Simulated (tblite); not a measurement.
Compound: C8H15P.
Structure used (GFN2-xTB), in Å, numbered top down from 1:
```xyz
24
C8H15P angstrom
C     -0.4150    2.8386   -1.2351
C     -0.1701    1.5397   -1.1965
P      0.0215    0.6229    0.3716
C     -1.2475   -0.7168    0.0078
C     -1.0901   -1.8596    1.0038
C     -2.6467   -0.1158    0.0833
C      1.5222   -0.3165   -0.1347
C      2.8564    0.3352    0.0905
C      2.4456   -0.8243    0.9352
H     -0.5271    3.4126   -0.3298
H     -0.5160    3.3824   -2.1620
H     -0.0536    0.9651   -2.1111
H     -1.0668   -1.0911   -1.0090
H     -0.0974   -2.2998    0.9368
H     -1.8265   -2.6378    0.8080
H     -1.2366   -1.4957    2.0192
H     -3.3997   -0.8690   -0.1450
H     -2.8376    0.2689    1.0836
H     -2.7531    0.7054   -0.6241
H      1.4103   -0.9239   -1.0294
H      3.6292    0.1905   -0.6499
H      2.8708    1.3146    0.5465
H      2.1817   -0.6296    1.9646
H      2.9344   -1.7760    0.7833
```

Level: GFN2-xTB in tblite, geometry and Hessian alike; calculated harmonic values, unscaled, isolated species. Errors from tens to a few hundred cm⁻¹ against measured bands are possible. One conformer, not necessarily the lowest.

Harmonic wavenumbers (cm⁻¹): 34.2, 53.0, 60.5, 119.5, 149.3, 167.1, 196.7, 223.3, 268.1, 272.9, 308.8, 337.7, 343.5, 415.8, 541.3, 668.6, 677.0, 717.3, 806.2, 831.6, 902.8, 931.2, 937.8, 962.6, 982.0, 992.5, 997.3, 1003.0, 1019.7, 1050.7, 1068.0, 1070.6, 1086.3, 1133.5, 1152.1, 1169.2, 1210.3, 1229.0, 1246.8, 1292.0, 1327.8, 1398.1, 1405.2, 1417.5, 1436.8, 1480.8, 1492.2, 1493.0, 1500.4, 1503.4, 1663.6, 2872.0, 2972.0, 2983.6, 3006.8, 3011.0, 3015.7, 3022.8, 3026.0, 3032.3, 3073.7, 3076.8, 3077.8, 3078.7, 3094.7, 3109.5.

A = 1570, B = 1209, C = 742.3 MHz; mass 142.091 u (most abundant isotopes); point group C1, symmetry number 1.

**Question.** What is the zero-point energy?

**Answer.** ½Σν̃ = 45101 cm⁻¹ = 128.95 kcal/mol.

**Question.** What is S at 400 K and 1 bar for an ideal gas of classical rigid rotors and harmonic oscillators?

**Answer.** Translation 42.25, rotation 30.69, vibration 51.30: S = 124.2 cal/(mol K).

**Question.** And Cp and H(400 K) − H(0)?

**Answer.** Cp = 57.80 cal/(mol K), of which vibrations give 49.85 (their classical limit is 66 R = 131.2); H(400 K) − H(0) = 13.46 kcal/mol without the zero-point energy, 10.28 from vibrations.

**Question.** Blend soft modes into free rotors: weight 1/[1 + (100 cm⁻¹/ν̃)⁴] for the oscillator and the rest for a rotor with moment μB/(μ + B), μ = h/(8π²ν), B = 10⁻⁴⁴ kg m². What vibrational entropy results?

**Answer.** 46.40 cal/(mol K) in place of 51.30, which changes −T·S at 400 K by +1.96 kcal/mol.

**Question.** How do the functions run with temperature in this model?

**Answer.** 
```tsv
T (K)	S (cal/(mol K))	Cp (cal/(mol K))	H − H(0) (kcal/mol)	G − H(0) (kcal/mol)	ln q(vib)
150	84.7	28.4	2.79	-9.92	4.50
250	101.7	39.4	6.16	-19.27	7.96
298.15	109.2	45.3	8.20	-24.35	9.56
600	151.7	77.7	27.12	-63.88	19.25
900	187.2	97.1	53.58	-114.87	28.28
```

q(vib) and H(0) count from the zero-point level.

**Question.** Which modes carry the vibrational entropy at 400 K?

**Answer.** 34.2 cm⁻¹: 6.15; 53.0 cm⁻¹: 5.28; 60.5 cm⁻¹: 5.02; 119.5 cm⁻¹: 3.68; 149.3 cm⁻¹: 3.25; 167.1 cm⁻¹: 3.03 cal/(mol K); the other 60 give 24.88 together.

**Question.** What must be added to the electronic energy to get the Gibbs energy at 400 K and 1 bar?

**Answer.** ZPE + [H(400 K) − H(0)] − T·S = 128.95 + 13.46 − 49.69 = 92.72 kcal/mol.

Hindered rotation and anharmonicity are outside this model. Other conformers, if any are populated, would add a mixing term that is left out. The structure is chiral; the term R ln 2 for an equal mix with its mirror image is left out.

The run took 1.2 s on an Arm Neoverse V1 with one thread, shared host. This covers the Hessian and the dipole derivatives.
